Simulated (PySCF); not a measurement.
**Bonding in `CS[C@](C)(F)[SiH3]`**

Species: C3H9FSSi.
Atom-mapped SMILES: `[CH3:1][S:2][C@:3]([CH3:4])([F:5])[SiH3:6]` (hydrogens: H7, H8, H9 on C1; H10, H11, H12 on C4; H13, H14, H15 on Si6)

Cartesian coordinates in Å at the GFN2-xTB level; atoms count from 1:
```
atom  x, y, z in Å
C1     2.396   -0.289    0.242
S2     1.067    0.888    0.641
C3    -0.342    0.163   -0.279
C4    -0.696   -1.217    0.235
F5     0.045    0.038   -1.614
Si6   -1.783    1.448   -0.214
H7     2.282   -1.199    0.825
H8     3.326    0.204    0.502
H9     2.368   -0.497   -0.823
H10   -0.924   -1.158    1.296
H11    0.125   -1.916    0.081
H12   -1.568   -1.592   -0.298
H13   -2.067    1.691    1.197
H14   -2.906    0.805   -0.896
H15   -1.327    2.640   -0.917
```

Bond orders from the PBE0/pcSseg-1 density (PySCF). Geometry: GFN2-xTB, one conformer, isolated molecule.

(1) Where do the orders between heavy atoms depart from those drawn in the SMILES?

(2) Give the Mayer order of every bond, beside its length.

Answers

(1) The largest departure is 0.195, at C3–Si6 (drawn single, 0.805). Drawn single, order below 0.88: C3–F5 (0.816) and C3–Si6 (0.805).

(2) 
```csv
bond,drawn as,length (Å),Mayer order
C1–S2,single,1.819,0.981
S2–C3,single,1.832,1.040
C3–C4,single,1.515,0.985
C3–F5,single,1.395,0.816
C3–Si6,single,1.932,0.805
C1–H7,single,1.086,0.948
C1–H8,single,1.085,0.959
C1–H9,single,1.086,0.943
C4–H10,single,1.086,0.952
C4–H11,single,1.089,0.953
C4–H12,single,1.089,0.951
Si6–H13,single,1.459,0.938
Si6–H14,single,1.463,0.941
Si6–H15,single,1.457,0.955
```

By pair of heavy elements: C–S: lowest C1–S2 (0.981, 1.819 Å), highest S2–C3 (1.040, 1.832 Å); in 1 of the 1 pairs the longer bond (by over 0.003 Å) has the higher order (by 0.02 or more).

Problem. Sum the orders of all bonds at each heavy atom with more than one neighbour and set the sums beside the valence in the SMILES.

Solution. C1 3.831 (drawn 4), S2 2.021 (drawn 2), C3 3.646 (drawn 4), C4 3.841 (drawn 4), Si6 3.639 (drawn 4). Orders between atoms that aren't bonded are not in these sums.

The Mayer order sums products of elements of PS (density times overlap matrix) between the two atoms' basis functions, so it depends on the basis set.

These values come from a run that also computed NMR shieldings. On one thread of an Intel Xeon, shared host, this took 25 s wall and 0.75 GiB of memory at its peak.
